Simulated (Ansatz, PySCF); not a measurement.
FH6NOSi2, SMILES N[Si@@H](O)[SiH2]F.

Geometry optimised at PBE-D3(BJ)/def2-SVP. The structure was generated by enumeration; whether it is a known compound was not checked. One conformer was computed; it need not be the lowest.

Vertical ionisation energy (IE) and electron affinity (EA) in eV. Rows of orbital energies are one-electron estimates. Where ΔSCF, EOM or ADC give a negative EA the extra electron is unbound and the value depends on the basis.

| level | IE | EA |
|---|---|---|
| −ε(HOMO), −ε(LUMO), r2SCAN/def2-TZVP (PySCF) | 6.70 | 1.33 |
| −ε(HOMO), −ε(LUMO), PBE/def2-TZVP (PySCF) | 6.40 | 1.64 |
| ΔSCF, PBE0/def2-TZVPD (Ansatz), final states of multiplicity 2 and 2 | 9.79 | -0.51 |
| ΔSCF, PBE/def2-TZVPD (Ansatz), final states of multiplicity 2 and 2 | 9.39 | -0.34 |

### Question
What vertical singlet–triplet gap does ΔSCF give with PBE0/def2-TZVPD (Ansatz, a quantum-chemistry and plane-wave program) and with PBE/def2-TZVPD (Ansatz)? (Estimate from the structure and the level; the computed values follow.)

### Answer
5.00 and 4.61 eV (triplet above singlet where positive).
